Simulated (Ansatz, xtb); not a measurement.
**Relaxing a trial structure of FH3PSn**

The starting geometry of this gas-phase doublet has its atoms placed at random.

```xyz
6

F     0.7037    0.9989   -0.9283
P    -0.8183    1.0841   -0.0261
Sn    0.6160   -0.9838    1.6794
H     0.5260    0.2756    0.3174
H     1.2315    1.3022    1.0750
H    -1.2947   -0.0601   -0.1565
```

**Question.** Guess where an optimisation with r2SCAN-D4/def2-SVP ends from this start.

**Answer.** It ends as a structure with H4 bridging Sn3 and P2, given below by its coordinates. Distances that change by over a tenth: P2–H6 (1.25 → 1.43 Å), Sn3–H4 (1.86 → 2.09 Å). Contacts that close: Sn3–H5 (2.44 → 1.78 Å).

The energy falls by 4.38 eV over 17 steps:

```csv
step,E − E(last) (eV)
1,4.379
3,1.843
5,0.860
6,0.589
8,0.156
10,0.034
12,0.003
13,0.002
15,0.000
17,0.000
```

Final geometry (Å):

```xyz
6

F    -0.0923    1.4637   -1.5532
P    -0.5700    0.9495   -0.0631
Sn    0.6979   -0.5065    1.9758
H     0.5723   -0.0613   -0.0588
H     1.8076    0.8716    2.1454
H    -1.4512   -0.1001   -0.4852
```

From the same start GFN2-xTB ends elsewhere, at `F[PH2][SnH]`.

From so rough a start the end depends on the optimiser's path, so another program may land elsewhere. The end wasn't checked by frequencies. Open shells are spin-unrestricted. Atoms past krypton carry core potentials, without spin–orbit terms. Run with Ansatz 0.2.0, 5.7 min on 1 thread of AMD EPYC (Zen 3) (shared host).
